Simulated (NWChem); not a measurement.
System: CH8OSi2; SMILES C[SiH2]O[SiH3]

NWChem input:

```
start job
memory heap 200 mb stack 900 mb global 1100 mb
geometry units angstroms noautoz
  Si    -0.143446    -2.091599    -0.093177
  O     -0.354183    -0.451312    -0.056529
  Si     0.352253     1.053427    -0.101379
  C     -0.979019     2.352131     0.030922
  H      0.503786    -2.510460    -1.374228
  H      0.716641    -2.537176     1.045757
  H     -1.479498    -2.743109     0.017140
  H      1.322065     1.176068     1.032221
  H      1.109182     1.203991    -1.383956
  H     -0.536067     3.360390     0.003511
  H     -1.693163     2.267555    -0.802378
  H     -1.536591     2.247067     0.974119
end
basis spherical
  * library 3-21g
end
dft
  xc pbe0
  iterations 150
  mulliken
end
task dft energy
```

Excerpt of the output:

```
             Northwest Computational Chemistry Package (NWChem) 7.3.0
             --------------------------------------------------------

 CS  symmetry detected

                             Geometry "geometry" -> ""
                             -------------------------

 Output coordinates in angstroms (scale by  1.889725989 to convert to a.u.)

  No.       Tag          Charge          X              Y              Z
 ---- ---------------- ---------- -------------- -------------- --------------
    1 Si                  14.0000    -0.10203718    -2.05785439     0.00000000
    2 O                    8.0000    -0.22874077    -0.40853922     0.00000000
    3 Si                  14.0000     0.55695347     1.05706209     0.00000000
    4 C                    6.0000    -0.71074298     2.42430986     0.00000000
    5 H                    1.0000     0.63120737    -2.52925392    -1.21473736
    6 H                    1.0000     0.63120737    -2.52925392     1.21473736
    7 H                    1.0000    -1.47498117    -2.63810851     0.00000000
    8 H                    1.0000     1.42950813     1.14797814     1.21284889
    9 H                    1.0000     1.42950813     1.14797814    -1.21284889
   10 H                    1.0000    -0.21475594     3.40794640     0.00000000
   11 H                    1.0000    -1.35306892     2.36313023    -0.89175052
   12 H                    1.0000    -1.35306892     2.36313023     0.89175052

 Effective nuclear repulsion energy (a.u.)     223.5648807897

      Symmetry information
      --------------------

 Group name             Cs
 Group number              2
 Group order               2
 No. of unique centers     9

                                 NWChem DFT Module
                                 -----------------

 Summary of "ao basis" -> "ao basis" (spherical)
 ------------------------------------------------------------------------------
       Tag                 Description            Shells   Functions and Types
 ---------------- ------------------------------  ------  ---------------------
 Si                          3-21g                   7       13   4s3p
 O                           3-21g                   5        9   3s2p
 C                           3-21g                   5        9   3s2p
 H                           3-21g                   2        2   2s

      Symmetry analysis of basis
      --------------------------

        a'         44
        a"         16

            General Information
            -------------------
          SCF calculation type: DFT
          Wavefunction type:  closed shell.
          No. of atoms     :    12
          No. of electrons :    50
           Alpha electrons :    25
            Beta electrons :    25
          Charge           :     0
          Spin multiplicity:     1
          Use of symmetry is: on ; symmetry adaption is: on
          Maximum number of iterations: 150
          AO basis - number of functions:    60
                     number of shells:    40
          Convergence on energy requested:  1.00D-06
          Convergence on density requested:  1.00D-05
          Convergence on gradient requested:  5.00D-04

              XC Information
              --------------
                         PBE0 Method XC Functional
                     Hartree-Fock (Exact) Exchange  0.250
          PerdewBurkeErnzerhof Exchange Functional  0.750
            Perdew 1991 LDA Correlation Functional  1.000 local
           PerdewBurkeErnz. Correlation Functional  1.000 non-local

             Grid Information
             ----------------
          Grid used for XC integration:  medium
          Radial quadrature: Mura-Knowles
          Angular quadrature: Lebedev.
          Tag              B.-S. Rad. Rad. Pts. Rad. Cut. Ang. Pts.
          ---              ---------- --------- --------- ---------
          Si                  1.10       88          12.0       590
          O                   0.60       49          10.0       434
          C                   0.70       49          12.0       434
          H                   0.35       45          13.0       434
          Grid pruning is: on
          Number of quadrature shells:   499
          Spatial weights used:  Erf1

      Superposition of Atomic Density Guess
      -------------------------------------

 Sum of atomic energies:        -690.46847704

      Non-variational initial energy
      ------------------------------

 Total energy =    -692.000828
 1-e energy   =   -1399.566714
 2-e energy   =     484.001005
 HOMO         =      -0.364013
 LUMO         =       0.052107

      Symmetry analysis of molecular orbitals - initial
      -------------------------------------------------

  Numbering of irreducible representations:

     1 a'          2 a"

  Orbital symmetries:

     1 a'          2 a'          3 a'          4 a'          5 a'
     6 a'          7 a'          8 a'          9 a'         10 a'
    11 a"         12 a"         13 a'         14 a'         15 a'
    16 a'         17 a'         18 a"         19 a'         20 a"
    21 a'         22 a"         23 a'         24 a"         25 a'
    26 a'         27 a'         28 a'         29 a"         30 a'
    31 a"         32 a'         33 a'         34 a'         35 a"

     ---------------------------------------------
      Total Density - Mulliken Population Analysis
     ---------------------------------------------

    Atom       Charge   Shell Charges
 -----------   ------   -------------------------------------------------------
    1 Si  14    12.98   2.00  1.97  5.86  0.68  1.25  0.57  0.65
    2 O    8     9.19   1.99  0.43  2.33  1.43  3.01
    3 Si  14    12.73   2.00  1.97  5.86  0.68  1.20  0.49  0.53
    4 C    6     7.20   1.99  0.39  1.63  1.20  1.99
    5 H    1     1.14   0.41  0.74
    6 H    1     1.14   0.41  0.74
    7 H    1     1.14   0.41  0.74
    8 H    1     1.16   0.41  0.75
    9 H    1     1.16   0.41  0.75
   10 H    1     0.72   0.40  0.32
   11 H    1     0.72   0.40  0.32
   12 H    1     0.72   0.40  0.32

   convergence    iter        energy       DeltaE   RMS-Dens  Diis-err
 ---------------- ----- ----------------- --------- --------- ---------
 d= 0,ls=0.0,diis     1   -693.0212314810 -9.17D+02  2.39D-02  6.28D-01
 d= 0,ls=0.0,diis     2   -692.9704445102  5.08D-02  1.51D-02  1.27D+00
 d= 0,ls=0.0,diis     3   -693.0903616023 -1.20D-01  2.42D-03  2.65D-02
 d= 0,ls=0.0,diis     4   -693.0929414243 -2.58D-03  5.56D-04  1.32D-03
 d= 0,ls=0.0,diis     5   -693.0931363245 -1.95D-04  1.20D-04  7.89D-05
  Resetting Diis
 d= 0,ls=0.0,diis     6   -693.0931458436 -9.52D-06  3.57D-05  5.13D-06
 d= 0,ls=0.0,diis     7   -693.0931465983 -7.55D-07  9.79D-06  6.37D-08

         Total DFT energy =     -693.093146598260
      One electron energy =    -1402.533004597120
           Coulomb energy =      544.234323565534
    Exchange-Corr. energy =      -58.359346356415
 Nuclear repulsion energy =      223.564880789741

 Numeric. integr. density =       50.000019113882

                  Occupations of the irreducible representations
                  ----------------------------------------------

                     irrep           alpha         beta
                     --------     --------     --------
                     a'               19.0         19.0
                     a"                6.0          6.0

                       DFT Final Molecular Orbital Analysis
                       ------------------------------------

 Vector   23  Occ=2.000000D+00  E=-3.495268D-01  Symmetry=a'
              MO Center= -3.4D-01,  9.7D-02, -1.1D-13, r^2= 6.6D+00
   Bfn.  Coefficient  Atom+Function         Bfn.  Coefficient  Atom+Function
  ----- ------------  ---------------      ----- ------------  ---------------
    50      0.272847   7 H  s                 7     -0.209622   1 Si px
    42     -0.199871   4 C  px               38     -0.195283   4 C  px
    29      0.192902   3 Si px               43      0.191513   4 C  py
    39      0.183005   4 C  py               49      0.167628   7 H  s
    30     -0.164344   3 Si py               46     -0.123291   5 H  s

 Vector   24  Occ=2.000000D+00  E=-2.965642D-01  Symmetry=a'
              MO Center= -2.1D-01, -1.4D-01,  1.3D-13, r^2= 4.2D+00
   Bfn.  Coefficient  Atom+Function         Bfn.  Coefficient  Atom+Function
  ----- ------------  ---------------      ----- ------------  ---------------
    20      0.435353   2 O  px               16      0.354980   2 O  px
    50      0.275465   7 H  s                41      0.215239   4 C  s
    42      0.203328   4 C  px               43     -0.165115   4 C  py
    46     -0.156504   5 H  s                48     -0.156504   6 H  s
    52     -0.156890   8 H  s                54     -0.156890   9 H  s

 Vector   25  Occ=2.000000D+00  E=-2.930625D-01  Symmetry=a"
              MO Center=  3.7D-01, -4.1D-01, -3.4D-15, r^2= 3.5D+00
   Bfn.  Coefficient  Atom+Function         Bfn.  Coefficient  Atom+Function
  ----- ------------  ---------------      ----- ------------  ---------------
    22      0.465775   2 O  pz               18      0.381199   2 O  pz
    52     -0.302827   8 H  s                54      0.302827   9 H  s
    46      0.266315   5 H  s                48     -0.266315   6 H  s
    51     -0.126937   8 H  s                53      0.126937   9 H  s
    31     -0.118734   3 Si pz               45      0.113727   5 H  s

 Vector   26  Occ=0.000000D+00  E= 3.255515D-02  Symmetry=a'
              MO Center=  1.5D-01, -1.1D+00,  1.3D-14, r^2= 5.3D+00
   Bfn.  Coefficient  Atom+Function         Bfn.  Coefficient  Atom+Function
  ----- ------------  ---------------      ----- ------------  ---------------
    12      0.871462   1 Si py               19     -0.828752   2 O  s
    34     -0.461964   3 Si py               50      0.269078   7 H  s
     8      0.241835   1 Si py               56      0.215033  10 H  s
    32     -0.192315   3 Si s                30     -0.182831   3 Si py
    46      0.173903   5 H  s                48      0.173903   6 H  s

 Vector   27  Occ=0.000000D+00  E= 8.163558D-02  Symmetry=a'
              MO Center=  4.1D-01,  5.1D-01,  1.7D-14, r^2= 7.6D+00
   Bfn.  Coefficient  Atom+Function         Bfn.  Coefficient  Atom+Function
  ----- ------------  ---------------      ----- ------------  ---------------
    34      1.276261   3 Si py               41     -1.157692   4 C  s
    12      0.832635   1 Si py               21      0.293507   2 O  py
    32      0.275027   3 Si s                58      0.245906  11 H  s
    60      0.245906  12 H  s                42     -0.223816   4 C  px
    43      0.218882   4 C  py               46      0.216235   5 H  s

 Vector   28  Occ=0.000000D+00  E= 1.034278D-01  Symmetry=a'
              MO Center=  3.9D-02, -2.1D-01, -4.7D-14, r^2= 6.8D+00
   Bfn.  Coefficient  Atom+Function         Bfn.  Coefficient  Atom+Function
  ----- ------------  ---------------      ----- ------------  ---------------
    33      0.996861   3 Si px               50      0.881177   7 H  s
    41      0.844935   4 C  s                11      0.633466   1 Si px
    12      0.522086   1 Si py               52     -0.352420   8 H  s
    54     -0.352420   9 H  s                19      0.314513   2 O  s
    10     -0.302504   1 Si s                56     -0.278384  10 H  s

     ---------------------------------------------
      Total Density - Mulliken Population Analysis
     ---------------------------------------------

    Atom       Charge   Shell Charges
 -----------   ------   -------------------------------------------------------
    1 Si  14    13.14   2.00  1.97  5.85  0.73  1.57  0.48  0.53
    2 O    8     8.84   1.98  0.40  2.15  1.46  2.85
    3 Si  14    12.90   2.00  1.97  5.85  0.72  1.52  0.40  0.44
    4 C    6     7.07   1.99  0.35  1.65  1.22  1.87
    5 H    1     1.15   0.43  0.72
    6 H    1     1.15   0.43  0.72
    7 H    1     1.15   0.43  0.72
    8 H    1     1.16   0.43  0.73
    9 H    1     1.16   0.43  0.73
   10 H    1     0.76   0.45  0.31
   11 H    1     0.76   0.45  0.30
   12 H    1     0.76   0.45  0.30

     -------------------------------------------
      Total Density - Lowdin Population Analysis
     -------------------------------------------

    Atom       Charge   Shell Charges
 -----------   ------   -------------------------------------------------------
    1 Si  14    13.38   2.00  1.95  5.79  0.61  1.51  0.50  1.03
    2 O    8     8.60   1.98  0.55  2.14  1.04  2.89
    3 Si  14    13.25   2.00  1.95  5.79  0.59  1.50  0.47  0.96
    4 C    6     6.59   1.98  0.43  1.57  0.64  1.98
    5 H    1     1.11   0.45  0.66
    6 H    1     1.11   0.45  0.66
    7 H    1     1.10   0.45  0.65
    8 H    1     1.13   0.46  0.67
    9 H    1     1.13   0.46  0.67
   10 H    1     0.87   0.44  0.42
   11 H    1     0.87   0.44  0.42
   12 H    1     0.87   0.44  0.42

     Multipole analysis of the density
     ---------------------------------

     L   x y z        total         alpha         beta         nuclear
     -   - - -        -----         -----         ----         -------
     0   0 0 0     -0.000000    -25.000000    -25.000000     50.000000

     1   1 0 0      0.042331      0.021166      0.021166      0.000000
     1   0 1 0      0.182082      0.091041      0.091041     -0.000000
     1   0 0 1     -0.000000     -0.000000     -0.000000      0.000000

     2   2 0 0    -32.347316    -49.572301    -49.572301     66.797285
     2   1 1 0     -0.382186      2.586041      2.586041     -5.554268
     2   1 0 1      0.000000      0.000000      0.000000      0.000000
     2   0 2 0    -29.061357   -294.326024   -294.326024    559.590691
     2   0 1 1      0.000000      0.000000      0.000000      0.000000
     2   0 0 2    -32.203887    -29.464182    -29.464182     26.724476
```

Level: PBE0/3-21G. The geometry was optimised at PBE0/def2-SVP.
